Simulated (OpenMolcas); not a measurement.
Ce3+ with 6 ligands (fluoride) in tetragonal octahedral coordination (D4h). The axial distance is 0.94 times the equatorial one, R.

| Item | Value |
| --- | --- |
| Program | OpenMolcas |
| Method | SS-CASPT2, IPEA 0.25 Eh, imaginary shift 0.1 Eh (closed shells correlated: 5s 5p and the ligand valence shells) |
| Basis | ANO-RCC-VDZP [7s6p4d2f1g] |
| Scalar Hamiltonian | DKH2, point nucleus |
| Active space | 1 electron in 7 orbitals (4f) |
| State averaging | 2S+1 = 2 odd, 7 roots |
| Spin-orbit coupling | state interaction with AMFI integrals over the reference wave functions |

All ligands move together. At R = 2.22 Å the width of the lowest J multiplet is 1510 cm-1, and at R = 2.32 Å it is 1206 cm-1.

Question: A third run gives 957 cm-1. What distance was it run at?

Answer: With a power law R^-n the two known points give n = -ln(1206 / 1510) / ln(2.32 / 2.22) = 5.10. Then R = 2.22 × (1510 / 957)^(1/5.10) = 2.428 Å. The run was at 2.43 Å, so the estimate is off by -0.002 Å.

Over all roots computed the reference weight is 0.71 in R = 2.22, 0.71 in R = 2.32, 0.71 in R = 2.43; a low but even weight reflects the number of correlated electrons. Splittings of an f shell from a small cluster at a set distance can be off by tens of per cent, mostly too small. No measured value stands beside these numbers; the geometry is a model, was not optimised and need not be the one that this ion takes.
